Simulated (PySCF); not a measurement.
Compound: In(SiH3)3.
Bonds: In1–Si2, In1–Si6, In1–Si10. Hydrogens: H3, H4, H5 on Si2; H7, H8, H9 on Si6; H11, H12, H13 on Si10.

Method: PBE0-D3(BJ)/def2-SVP geometry optimisation, gas phase, def2 core potentials past Kr in PySCF 2.14.0.

Task: How far are the bound atoms from In1?

Result: 3 atoms: Si2 2.594 Å, Si10 2.595 Å, Si6 2.596 Å. The nearest atom not counted as bound is H9, at 3.40 Å (others tie with it).

Task: List the angles at In1.

Result: 
```tsv
angle	degrees	distance of the outer atoms (Å)
Si2–In1–Si10	120.3	4.50
Si6–In1–Si10	120.2	4.50
Si2–In1–Si6	119.4	4.48
```

Task: What is the shape at In1?

Result: Planar: angles 120.3°, 120.2° and 119.4°, sum 360.0°, 0.01 Å off the plane of its three neighbours.

Task: What are the other bond lengths?

Result: Si2–H3 and 8 like bonds 1.498 Å.

Point group: near C3, missed by 0.21 Å at most; the miss may be what the optimiser left on a soft mode. Charge 0, singlet. PBE0-D3(BJ)/def2-SVP frequencies: not computed here.
